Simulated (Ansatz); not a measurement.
Basis-set extrapolation for `O[SiH](F)[Si](O)(O)O` (PBE0-D4/def2-TZVP geometry, frozen core, Ansatz 0.2.0). Multiplicity 1, RHF reference.

|  | def2-TZVPP | def2-QZVPP |
| --- | --- | --- |
| HF | -980.172657 | -980.211205 |
| MP2 correlation | -1.438009 | -1.562025 |
| CCSD(T) correlation | -1.510785 | not run |

Energies in hartree. Use E(X) = E(∞) + A·exp(−7.88·√X) for Hartree–Fock and E(X) = E(∞) + B·X^(−2.97) for correlation, with X = 3 and 4, and add CCSD(T) minus MP2 of the smaller set to the MP2 limit.

Task: What is the CCSD(T) energy at the basis-set limit?

Result: HF limit: -980.211205 + (-0.038548) × 0.13774 = -980.21651. MP2 limit: -1.562025 + (-0.124016) × 0.74074 = -1.65389. Higher-order term: -1.510785 − (-1.438009) = -0.07278. Total: -981.94318 hartree, 163.0 kcal/mol below CCSD(T)/def2-TZVPP.
